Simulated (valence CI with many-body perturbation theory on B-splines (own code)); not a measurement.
## Ta⁺: electric-dipole lines

Level of theory: relativistic CI+MBPT: four valence electrons over a frozen Dirac-Fock core [Xe] 4f14, radial functions for each j: 7 s, 7 p, 8 d, 6 f, 4 g, 1 h, with the one-electron correlation potential Σ1 (screened to all orders), the two-electron term Σ2, the three-electron term Σ3, Breit, model QED; selected single and double excitations, second order for the rest (own B-spline code, finite nucleus).

Against 13 measured levels this calculation errs by 283 cm⁻¹ on average and by 735 at most. These come from a selection out of the NIST Handbook of Basic Atomic Spectroscopic Data. Levels without a partner in it may be off by more, other configurations by 1,000 to 4,000 cm⁻¹. Among the levels kept, up to 520 cm⁻¹ of a level comes from second order outside the variational space, and about a tenth of that is noise between levels of different J, which matters for small intervals. 5 measured levels below the end of the list, from 37231 cm⁻¹ on, found no clear computed partner, and computed levels of the same name lie up to 15259 cm⁻¹ from them.

Lines 201 to 250 of 567 in falling wavelength, among levels below 7.297 eV, chosen from the strongest by gf and those to the six lowest levels. Wavelengths and rates use the calculated energies, so an error of 300 cm⁻¹ moves a line at 263.4 nm by 0.79 % and its rate by three times that or more. Electric multipoles are in the length gauge, E1 and E2 with the static RPA response of the core. Weak lines are less certain than strong ones. Lines between different terms over intervals too small for the method are left out, as are lines whose strength nearly cancels. Where a level lies close to another of its J and parity, the split of strength between their lines is uncertain. The highest levels of a list are the least certain.

Names give the largest LS component (configuration and term), which can be under half, so a name can repeat, a term be missing and a line seem to break the LS rules; names also repeat where a configuration has a term twice. Letters in brackets count levels of one name in rising energy.

```tsv
λ vac (nm)	Upper	Lower	A (s⁻¹)	S (a.u.) with core polarisation	S without
263.4	5d3.6p 3I°_5	5d3.6s 3F_4	5.87e+07	5.82e+00	6.61e+00
262.9	5d3.6p 3G°_3 [b]	5d2.6s2 1D_2 [a]	1.65e+07	1.03e+00	1.17e+00
262.8	5d3.6p 3F°_3 [b]	5d3.6s 3F_4	1.11e+08	6.94e+00	7.78e+00
262.8	5d2.6s.6p 3G°_4 [a]	5d3.6s 3G_5	9.75e+07	7.86e+00	8.95e+00
262.8	5d3.6p 3H°_5 [a]	5d3.6s 1G_4	1.33e+08	1.31e+01	1.48e+01
262.7	5d3.6p 5P°_2 [b]	5d3.6s 3D_1 [a]	4.10e+07	1.84e+00	2.07e+00
262.6	5d3.6p 3P°_1	5d3.6s 3D_2 [a]	1.43e+08	3.82e+00	4.34e+00
262.4	5d3.6p 3I°_5	5d3.6s 3H_5	1.37e+07	1.34e+00	1.50e+00
262.3	5d3.6p 3H°_6 [a]	5d3.6s 3G_5	1.61e+08	1.86e+01	2.11e+01
262.0	5d3.6p 3I°_5	5d3.6s 3H_6	8.88e+06	8.67e-01	9.82e-01
261.9	5d3.6p 5G°_5 [a]	5d3.6s 5F_5	9.52e+07	9.28e+00	1.06e+01
261.7	5d3.6p 3H°_6 [b]	5d3.6s 3H_5	5.26e+07	6.05e+00	6.86e+00
261.3	5d2.6s.6p 5F°_3 [b]	5d3.6s 5F_2	2.72e+06	1.68e-01	1.87e-01
261.3	5d3.6p 3H°_6 [b]	5d3.6s 3H_6	1.62e+08	1.85e+01	2.11e+01
261.0	5d3.6p 5D°_4 [a]	5d3.6s 3G_4	5.50e+07	4.35e+00	4.95e+00
260.8	5d2.6s.6p 5P°_3 [b]	5d3.6s 3D_2 [a]	2.87e+07	1.76e+00	2.00e+00
260.8	5d3.6p 5P°_3 [a]	5d3.6s 5P_3	1.50e+07	9.17e-01	1.05e+00
260.8	5d2.6s.6p 1G°_4	5d4 5D_3 [b]	1.34e+07	1.06e+00	1.18e+00
260.6	5d3.6p 5D°_4 [c]	5d3.6s 3H_5	2.03e+07	1.59e+00	1.79e+00
260.1	5d3.6p 3H°_5 [a]	5d3.6s 3G_4	1.14e+07	1.09e+00	1.24e+00
259.9	5d3.6p 3G°_5 [a]	5d3.6s 3G_5	2.08e+07	1.98e+00	2.23e+00
259.7	5d3.6p 3D°_2 [b]	5d3.6s 5F_3	6.97e+07	3.01e+00	3.42e+00
259.7	5d3.6p 3G°_3 [a]	5d3.6s 5F_4	2.28e+07	1.38e+00	1.57e+00
259.6	5d3.6p 3P°_2 [c]	5d3.6s 3D_3 [a]	4.46e+07	1.92e+00	2.22e+00
259.4	5d3.6p 3P°_2 [b]	5d3.6s 3D_1 [b]	2.37e+07	1.02e+00	1.15e+00
258.9	5d3.6p 3D°_2 [a]	5d3.6s 5F_1	1.60e+07	6.84e-01	7.90e-01
258.9	5d3.6p 5P°_3 [b]	5d4 5D_4 [b]	3.00e+07	1.80e+00	2.03e+00
258.9	5d2.6s.6p 5D°_3 [b]	5d3.6s 3G_3	2.23e+07	1.34e+00	1.54e+00
258.5	5d2.6s.6p 5F°_1 [b]	5d3.6s 5F_1	4.20e+07	1.08e+00	1.23e+00
258.4	5d3.6p 3G°_3 [b]	5d3.6s 1G_4	2.23e+07	1.33e+00	1.51e+00
258.4	5d2.6s.6p 5D°_4 [c]	5d3.6s 3G_5	4.23e+07	3.24e+00	3.64e+00
258.2	5d2.6s.6p 5D°_4 [d]	5d4 5D_4 [a]	4.34e+07	3.32e+00	3.77e+00
258.1	5d2.6s.6p 3D°_2	5d3.6s 3D_1 [a]	4.73e+07	2.01e+00	2.26e+00
257.8	5d2.6s.6p 1G°_4	5d4 5D_3 [a]	1.82e+07	1.38e+00	1.55e+00
257.7	5d3.6p 5D°_3 [a]	5d3.6s 5F_3	1.52e+07	8.97e-01	1.05e+00
257.4	5d2.6s.6p 5D°_0 [c]	5d3.6s 3P_1 [a]	1.67e+08	1.40e+00	1.59e+00
257.2	5d2.6s.6p 5S°_2	5d3.6s 3F_2 [a]	2.09e+07	8.77e-01	1.00e+00
257.1	5d3.6p 3P°_2 [c]	5d3.6s 3P_2 [b]	2.32e+07	9.74e-01	1.11e+00
256.9	5d3.6p 3G°_3 [a]	5d2.6s2 3F_2	1.86e+07	1.09e+00	1.26e+00
256.7	5d3.6p 5G°_4 [b]	5d3.6s 5F_3	6.75e+07	5.07e+00	5.75e+00
256.2	5d.6s2.6p 3D°_1	5d3.6s 3F_2 [a]	2.27e+08	5.65e+00	6.43e+00
256.0	5d3.6p 5D°_2 [b]	5d3.6s 5P_2	3.79e+07	1.57e+00	1.81e+00
256.0	5d3.6p 3D°_3	5d3.6s 5F_4	7.42e+07	4.30e+00	4.88e+00
256.0	5d2.6s.6p 3H°_4 [a]	5d3.6s 3H_5	2.42e+07	1.80e+00	2.03e+00
255.9	5d3.6p 3G°_3 [b]	5d3.6s 3G_4	2.60e+07	1.50e+00	1.67e+00
255.8	5d2.6s.6p 1D°_2	5d2.6s2 3F_2	5.47e+06	2.26e-01	2.54e-01
255.8	5d.6s2.6p 3F°_2	5d3.6s 3D_1 [b]	2.94e+07	1.22e+00	1.38e+00
255.2	5d2.6s.6p 5D°_1 [b]	5d3.6s 3P_2 [a]	6.33e+07	1.56e+00	1.79e+00
255.1	5d3.6p 3P°_2 [a]	5d3.6s 3F_2 [a]	6.65e+07	2.73e+00	3.11e+00
254.8	5d2.6s.6p 5D°_1 [a]	5d3.6s 5F_2	3.49e+07	8.55e-01	9.88e-01
```
